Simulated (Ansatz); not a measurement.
`CNB(F)[SiH3]` + `N=[C](O)[GaH2]` → `O/[C]([GaH2])=N/[SiH3]` + `CNBF`  (cleavage of the Si–B bond)

Program: Ansatz. Geometries: PBE0-D4/def2-TZVP. ΔE: electronic, gas phase. CCSD(T)/CBS is the MP2 limit (def2-TZVPP, def2-QZVPP) plus CCSD(T) − MP2 in def2-TZVPP, frozen cores. This one scheme is used for every species. Functionals use def2-TZVPP. B3LYP here is the variant with VWN-RPA as its local correlation; programs differ in this. For Ga outer-core shells are correlated without core-valence functions, which leaves a few kJ/mol of doubt a bond. Scalar relativity is left out up to krypton. One conformer a species, not always the lowest.

```
             level  ΔE (kJ/mol)  difference from CCSD(T)/CBS
         r2SCAN-D4        -86.1                          0.1
           ωB97X-V        -80.6                          5.6
               PBE        -70.2                         16.0
             B3LYP        -78.0                          8.2
     HF/def2-TZVPP        -89.5                         -3.3
SCS-MP2/def2-TZVPP        -91.6                         -5.4
   CCSD/def2-TZVPP        -84.7                          1.5
CCSD(T)/def2-TZVPP        -85.3                          0.9
     HF/def2-QZVPP        -90.5                         -4.3
SCS-MP2/def2-QZVPP        -92.2                         -6.0
       CCSD(T)/CBS        -86.2                            0
```

Largest T1 diagnostic among the species: 0.015.

From PBE to PBE0 (25 % exact exchange), in def2-TZVPP and without D4, ΔE moves by −6.4 kJ/mol. The D4 term adds −4.5 kJ/mol with B3LYP and −2.3 kJ/mol with PBE0; it sums over pairs of atoms, weighted by their polarisabilities, and B3LYP, whose exchange is more repulsive, gets the larger term.
